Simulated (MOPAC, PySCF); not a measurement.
AlI3, SMILES `[I][Al]([I])[I]`, neutral singlet in the gas phase. 

Z-matrix (Å, degrees):
```
Al
I 1 2.4502
I 1 2.4502 2 120.00
I 1 2.4502 2 120.00 3 -180.00
```
Charge 0, multiplicity 1.

All levels are single points at this geometry (PBE0-D3(BJ)/def2-TZVP); Pople sets use spherical d functions. Orbital energies aren't observables, and empty levels follow the basis.

PM3 in MOPAC gives dipole (D) = 0.00.

Question: Estimate the dipole (D) from each of these levels: PBE-D3(BJ)/def2-TZVP in PySCF; ωB97X-D3(BJ)/def2-TZVP in PySCF; B3LYP/6-311+G** (LANL2DZ on I) in PySCF; B3LYP/6-31G* (LANL2DZ on I) in PySCF; B3LYP/LANL2DZ in PySCF; BP86/6-31G* (LANL2DZ on I) in PySCF; M06-2X/6-31G* (LANL2DZ on I) in PySCF; PBE/6-31G* (LANL2DZ on I) in PySCF; SVWN5/6-31G* (LANL2DZ on I) in PySCF; HF/6-31G* (LANL2DZ on I) in PySCF; AM1 in MOPAC; PM6 in MOPAC.

Answer: 
```csv
level,dipole (D)
PBE-D3(BJ)/def2-TZVP in PySCF,0.00
ωB97X-D3(BJ)/def2-TZVP in PySCF,0.00
B3LYP/6-311+G** (LANL2DZ on I) in PySCF,0.00
B3LYP/6-31G* (LANL2DZ on I) in PySCF,0.00
B3LYP/LANL2DZ in PySCF,0.00
BP86/6-31G* (LANL2DZ on I) in PySCF,0.00
M06-2X/6-31G* (LANL2DZ on I) in PySCF,0.00
PBE/6-31G* (LANL2DZ on I) in PySCF,0.00
SVWN5/6-31G* (LANL2DZ on I) in PySCF,0.00
HF/6-31G* (LANL2DZ on I) in PySCF,0.00
AM1 in MOPAC,0.00
PM6 in MOPAC,0.00
```
